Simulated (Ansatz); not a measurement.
Wavefunction ladder for C$_{3}$H$_{6}$B$_{2}$ (`C#CBBC`)

```xyz
11

C    -2.259   -1.966    0.021
C    -1.107   -1.597    0.070
B     0.306   -1.086    0.137
B     0.651    0.477    0.562
C     0.835    1.671   -0.426
H    -3.268   -2.305   -0.024
H     1.191   -1.859   -0.117
H     0.834    0.704    1.733
H     1.920    1.850   -0.471
H     0.411    2.601   -0.037
H     0.488    1.509   -1.447
```

Charge 0, multiplicity 1. The structure was optimised at the PBE0-D4/def2-TZVP level. It is one conformer, not always the lowest. Frozen core, restricted reference, the Gaussian-basis code of Ansatz. CBS rows extrapolate triple and quadruple zeta; past MP2 they add the triple-zeta difference.

| basis | HF (Eh) | MP2 corr. | CCSD corr. | (T) | CCSD(T) total |
| --- | --- | --- | --- | --- | --- |
| def2-SVP | -166.25773 | -0.54799 | -0.60180 | -0.02219 | -166.88172 |
| def2-TZVPP | -166.44271 | -0.66442 | -0.70980 | -0.03239 | -167.18490 |
| def2-QZVPP | -166.45005 | -0.70693 | – | – | – |
| CBS(def2) | -166.45107 | -0.73841 | -0.78380 | as TZ | -167.26726 |
